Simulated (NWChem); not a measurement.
System: B$_{3}$H$_{3}$O$_{3}$ cation, doublet; SMILES of the neutral closed-shell parent B1OBOBO1

NWChem input:

```
start job
memory heap 200 mb stack 900 mb global 1100 mb
charge 1
geometry units angstroms noautoz
  B      1.365824     0.026537     0.000000
  O      0.561445     1.126351     0.000000
  B     -0.819918     1.250075     0.000000
  O     -1.267419    -0.062771     0.000000
  B     -0.588809    -1.244183     0.000000
  O      0.777769    -1.207438     0.000000
  H      2.574875     0.172260     0.000000
  H     -1.466122     2.244967     0.000000
  H     -1.212516    -2.290399     0.000000
end
basis spherical
  * library 6-31g*
end
dft
  odft
  mult 2
  xc b3lyp
  iterations 150
  mulliken
end
task dft energy
```

NWChem printed, in part:

```
             Northwest Computational Chemistry Package (NWChem) 7.3.0
             --------------------------------------------------------

 C2V symmetry detected

                             Geometry "geometry" -> ""
                             -------------------------

 Output coordinates in angstroms (scale by  1.889725989 to convert to a.u.)

  No.       Tag          Charge          X              Y              Z
 ---- ---------------- ---------- -------------- -------------- --------------
    1 B                    5.0000     0.00000000     1.16568853    -0.70166702
    2 O                    8.0000     0.00000000     1.09072843     0.65877848
    3 B                    5.0000     0.00000000     0.00000000     1.51549188
    4 O                    8.0000     0.00000000    -1.09072843     0.65877848
    5 B                    5.0000     0.00000000    -1.16568853    -0.70166702
    6 O                    8.0000     0.00000000     0.00000000    -1.41571488
    7 H                    1.0000     0.00000000     2.25881700    -1.23867614
    8 H                    1.0000     0.00000000     0.00000000     2.70182644
    9 H                    1.0000     0.00000000    -2.25881700    -1.23867614

 Effective nuclear repulsion energy (a.u.)     202.3421282034

      Symmetry information
      --------------------

 Group name             C2v
 Group number             16
 Group order               4
 No. of unique centers     6

                                 NWChem DFT Module
                                 -----------------

 Summary of "ao basis" -> "ao basis" (spherical)
 ------------------------------------------------------------------------------
       Tag                 Description            Shells   Functions and Types
 ---------------- ------------------------------  ------  ---------------------
 B                           6-31g*                  6       14   3s2p1d
 O                           6-31g*                  6       14   3s2p1d
 H                           6-31g*                  2        2   2s

      Symmetry analysis of basis
      --------------------------

        a1         38
        a2         10
        b1         14
        b2         28

            General Information
            -------------------
          SCF calculation type: DFT
          Wavefunction type:  spin polarized.
          No. of atoms     :     9
          No. of electrons :    41
           Alpha electrons :    21
            Beta electrons :    20
          Charge           :     1
          Spin multiplicity:     2
          Use of symmetry is: on ; symmetry adaption is: on
          Maximum number of iterations: 150
          AO basis - number of functions:    90
                     number of shells:    42
          Convergence on energy requested:  1.00D-06
          Convergence on density requested:  1.00D-05
          Convergence on gradient requested:  5.00D-04

              XC Information
              --------------
                         B3LYP Method XC Potential
                     Hartree-Fock (Exact) Exchange  0.200
                        Slater Exchange Functional  0.800 local
                    Becke 1988 Exchange Functional  0.720 non-local
              Lee-Yang-Parr Correlation Functional  0.810
                  VWN I RPA Correlation Functional  0.190 local

             Grid Information
             ----------------
          Grid used for XC integration:  medium
          Radial quadrature: Mura-Knowles
          Angular quadrature: Lebedev.
          Tag              B.-S. Rad. Rad. Pts. Rad. Cut. Ang. Pts.
          ---              ---------- --------- --------- ---------
          B                   0.85       49          10.0       434
          O                   0.60       49          10.0       434
          H                   0.35       45          11.0       434
          Grid pruning is: on
          Number of quadrature shells:   286
          Spatial weights used:  Erf1

      Superposition of Atomic Density Guess
      -------------------------------------

 Sum of atomic energies:        -299.33601979

 Renormalizing density from      42.00 to     41

      Non-variational initial energy
      ------------------------------

 Total energy =    -297.196411
 1-e energy   =    -790.683424
 2-e energy   =     291.144885
 HOMO         =      -0.679274
 LUMO         =      -0.224641

   Symmetry analysis of molecular orbitals - initial alpha
   -------------------------------------------------------

  Numbering of irreducible representations:

     1 a1          2 a2          3 b1          4 b2

  Orbital symmetries:

     1 a1          2 b2          3 a1          4 a1          5 b2
     6 a1          7 a1          8 a1          9 b2         10 a1
    11 b2         12 b2         13 a1         14 b1         15 b1
    16 a1         17 a2         18 b2         19 a1         20 a1
    21 b2         22 b1         23 a2         24 b1         25 a1
    26 b2         27 a1         28 b2         29 a1         30 a1
    31 b2

   Symmetry analysis of molecular orbitals - initial beta
   ------------------------------------------------------

  Numbering of irreducible representations:

     1 a1          2 a2          3 b1          4 b2

  Orbital symmetries:

     1 a1          2 b2          3 a1          4 a1          5 b2
     6 a1          7 a1          8 a1          9 b2         10 a1
    11 b2         12 b2         13 a1         14 b1         15 b1
    16 a1         17 a2         18 b2         19 a1         20 a1
    21 b2         22 b1         23 a2         24 b1         25 a1
    26 b2         27 a1         28 b2         29 a1         30 a1
    31 b2

     ---------------------------------------------
      Total Density - Mulliken Population Analysis
     ---------------------------------------------

    Atom       Charge   Shell Charges
 -----------   ------   -------------------------------------------------------
    1 B    5     4.18   2.00  0.60  0.97  0.35  0.13  0.12
    2 O    8     8.75   2.00  0.98  3.33  0.81  1.63  0.01
    3 B    5     4.25   2.00  0.63  0.98  0.40  0.11  0.12
    4 O    8     8.75   2.00  0.98  3.33  0.81  1.63  0.01
    5 B    5     4.18   2.00  0.60  0.97  0.35  0.13  0.12
    6 O    8     8.67   2.00  0.98  3.25  0.81  1.61  0.02
    7 H    1     0.69   0.36  0.33
    8 H    1     0.84   0.45  0.40
    9 H    1     0.69   0.36  0.33

     --------------------------------------------
      Spin Density - Mulliken Population Analysis
     --------------------------------------------

    Atom       Charge   Shell Charges
 -----------   ------   -------------------------------------------------------
    1 B    5     0.17   0.00  0.02  0.09  0.04  0.02  0.01
    2 O    8     0.08   0.00  0.00  0.07  0.00  0.01  0.00
    3 B    5     0.02   0.00  0.00  0.02 -0.00  0.00  0.00
    4 O    8     0.08   0.00  0.00  0.07  0.00  0.01  0.00
    5 B    5     0.17   0.00  0.02  0.09  0.04  0.02  0.01
    6 O    8     0.10   0.00 -0.00  0.10  0.00  0.01  0.00
    7 H    1     0.19   0.09  0.09
    8 H    1     0.00   0.00  0.00
    9 H    1     0.19   0.09  0.09

   convergence    iter        energy       DeltaE   RMS-Dens  Diis-err
 ---------------- ----- ----------------- --------- --------- ---------
 d= 0,ls=0.0,diis     1   -301.5915742298 -5.04D+02  1.13D-02  6.31D-01
                                                     1.26D-02  6.34D-01
 d= 0,ls=0.0,diis     2   -301.0580908626  5.33D-01  7.45D-03  2.17D+00
                                                     7.60D-03  1.87D+00
 d= 0,ls=0.0,diis     3   -301.8875117132 -8.29D-01  1.34D-03  1.99D-02
                                                     2.15D-03  2.37D-02
 d= 0,ls=0.0,diis     4   -301.8826194130  4.89D-03  8.69D-04  4.19D-02
                                                     9.19D-04  3.74D-02
 d= 0,ls=0.0,diis     5   -301.8983169520 -1.57D-02  1.69D-04  5.50D-04
                                                     2.04D-04  2.72D-04
  Resetting Diis
 d= 0,ls=0.0,diis     6   -301.8985488622 -2.32D-04  9.08D-05  1.86D-04
                                                     8.24D-05  8.20D-05
 d= 0,ls=0.0,diis     7   -301.8986114592 -6.26D-05  7.64D-05  3.01D-05
                                                     7.26D-05  1.50D-05
 d= 0,ls=0.0,diis     8   -301.8985902029  2.13D-05  3.63D-05  6.57D-05
                                                     6.91D-05  7.66D-05
 d= 0,ls=0.0,diis     9   -301.8986237492 -3.35D-05  1.01D-05  3.71D-06
                                                     8.93D-06  1.73D-06
 d= 0,ls=0.0,diis    10   -301.8986247392 -9.90D-07  8.55D-06  1.00D-06
                                                     7.66D-06  5.67D-07

         Total DFT energy =     -301.898624739210
      One electron energy =     -802.723252651926
           Coulomb energy =      337.396298464261
    Exchange-Corr. energy =      -38.913798754987
 Nuclear repulsion energy =      202.342128203441

 Numeric. integr. density =       41.000006026013

                  Occupations of the irreducible representations
                  ----------------------------------------------

                     irrep           alpha         beta
                     --------     --------     --------
                     a1               11.0         11.0
                     a2                1.0          1.0
                     b1                2.0          2.0
                     b2                7.0          6.0

                    DFT Final Alpha Molecular Orbital Analysis
                    ------------------------------------------

 Vector   19  Occ=1.000000D+00  E=-6.228687D-01  Symmetry=b1
              MO Center=  4.1D-16,  4.1D-15, -9.2D-01, r^2= 1.6D+00
   Bfn.  Coefficient  Atom+Function         Bfn.  Coefficient  Atom+Function
  ----- ------------  ---------------      ----- ------------  ---------------
    73      0.552239  6 O  px                77      0.368710  6 O  px
    17     -0.192133  2 O  px                45     -0.192133  4 O  px
    21     -0.133760  2 O  px                49     -0.133760  4 O  px
     3      0.116879  1 B  px                59      0.116879  5 B  px
    31     -0.112562  3 B  px                 7      0.047421  1 B  px

 Vector   20  Occ=1.000000D+00  E=-5.894330D-01  Symmetry=b2
              MO Center= -3.0D-17,  1.8D-14, -4.7D-01, r^2= 4.2D+00
   Bfn.  Coefficient  Atom+Function         Bfn.  Coefficient  Atom+Function
  ----- ------------  ---------------      ----- ------------  ---------------
    18      0.309201  2 O  py                46      0.309201  4 O  py
    74      0.229014  6 O  py                 4     -0.214383  1 B  py
    60     -0.214383  5 B  py                85     -0.196745  7 H  s
    89      0.196745  9 H  s                 22      0.192165  2 O  py
    50      0.192165  4 O  py                86     -0.187534  7 H  s

 Vector   21  Occ=1.000000D+00  E=-5.870771D-01  Symmetry=a1
              MO Center= -3.0D-16, -7.0D-16, -4.2D-01, r^2= 3.8D+00
   Bfn.  Coefficient  Atom+Function         Bfn.  Coefficient  Atom+Function
  ----- ------------  ---------------      ----- ------------  ---------------
    75      0.458726  6 O  pz                79      0.277092  6 O  pz
    19      0.216451  2 O  pz                47      0.216451  4 O  pz
    76     -0.187902  6 O  s                 33     -0.159040  3 B  pz
    88     -0.155959  8 H  s                 87     -0.146001  8 H  s
     5     -0.140078  1 B  pz                61     -0.140078  5 B  pz

 Vector   22  Occ=0.000000D+00  E=-2.555579D-01  Symmetry=b1
              MO Center= -1.9D-15, -3.6D-14,  8.8D-01, r^2= 2.9D+00
   Bfn.  Coefficient  Atom+Function         Bfn.  Coefficient  Atom+Function
  ----- ------------  ---------------      ----- ------------  ---------------
    31      0.539167  3 B  px                35      0.491760  3 B  px
     3     -0.218346  1 B  px                59     -0.218346  5 B  px
    77      0.214642  6 O  px                73      0.205862  6 O  px
     7     -0.196594  1 B  px                63     -0.196594  5 B  px
    21     -0.128614  2 O  px                49     -0.128614  4 O  px

 Vector   23  Occ=0.000000D+00  E=-2.415983D-01  Symmetry=a2
              MO Center=  3.2D-15,  3.9D-14, -6.5D-01, r^2= 3.1D+00
   Bfn.  Coefficient  Atom+Function         Bfn.  Coefficient  Atom+Function
  ----- ------------  ---------------      ----- ------------  ---------------
     3      0.442371  1 B  px                59     -0.442371  5 B  px
     7      0.426961  1 B  px                63     -0.426961  5 B  px
    21     -0.194033  2 O  px                49      0.194033  4 O  px
    17     -0.183498  2 O  px                45      0.183498  4 O  px
    80      0.032189  6 O  d -2

 Vector   24  Occ=0.000000D+00  E=-1.635940D-01  Symmetry=b1
              MO Center=  3.5D-16, -4.1D-15, -1.5D-01, r^2= 3.7D+00
   Bfn.  Coefficient  Atom+Function         Bfn.  Coefficient  Atom+Function
  ----- ------------  ---------------      ----- ------------  ---------------
     7      0.416207  1 B  px                63      0.416207  5 B  px
    35      0.356537  3 B  px                77     -0.335121  6 O  px
    73     -0.303785  6 O  px                 3      0.289428  1 B  px
    59      0.289428  5 B  px                21     -0.279403  2 O  px
    49     -0.279403  4 O  px                17     -0.262725  2 O  px

                     DFT Final Beta Molecular Orbital Analysis
                     -----------------------------------------

 Vector   18  Occ=1.000000D+00  E=-6.193238D-01  Symmetry=b1
              MO Center= -1.1D-15, -3.2D-15, -8.7D-01, r^2= 1.7D+00
   Bfn.  Coefficient  Atom+Function         Bfn.  Coefficient  Atom+Function
  ----- ------------  ---------------      ----- ------------  ---------------
    73      0.544034  6 O  px                77      0.365774  6 O  px
    17     -0.200758  2 O  px                45     -0.200758  4 O  px
    21     -0.141054  2 O  px                49     -0.141054  4 O  px
    31     -0.122636  3 B  px                 3      0.112410  1 B  px
    59      0.112410  5 B  px                35     -0.045706  3 B  px

 Vector   19  Occ=1.000000D+00  E=-6.085676D-01  Symmetry=a1
              MO Center=  1.5D-15, -5.1D-16, -4.2D-01, r^2= 4.7D+00
   Bfn.  Coefficient  Atom+Function         Bfn.  Coefficient  Atom+Function
  ----- ------------  ---------------      ----- ------------  ---------------
    18      0.198039  2 O  py                46     -0.198039  4 O  py
    85     -0.186221  7 H  s                 89     -0.186221  9 H  s
     4     -0.175646  1 B  py                60      0.175646  5 B  py
    20      0.159987  2 O  s                 48      0.159987  4 O  s
    86     -0.155369  7 H  s                 90     -0.155369  9 H  s

 Vector   20  Occ=1.000000D+00  E=-5.753853D-01  Symmetry=a1
              MO Center= -6.0D-17,  1.6D-14, -3.9D-01, r^2= 3.7D+00
   Bfn.  Coefficient  Atom+Function         Bfn.  Coefficient  Atom+Function
  ----- ------------  ---------------      ----- ------------  ---------------
    75      0.449134  6 O  pz                79      0.274507  6 O  pz
    19      0.226305  2 O  pz                47      0.226305  4 O  pz
    76     -0.170299  6 O  s                 88     -0.160530  8 H  s
     5     -0.145047  1 B  pz                61     -0.145047  5 B  pz
    87     -0.137994  8 H  s                 23      0.132953  2 O  pz

[...]
```

Level: B3LYP/6-31G* (spherical d), spin-unrestricted. In the optimisation the excess spin sits in a' (Cs, its own frame). All runs use the structure optimised with PBE0/def2-SVP, spin-unrestricted. Not confirmed as a minimum by frequencies. This spin state was assumed; another may lie lower. No stability test was run on the SCF state.
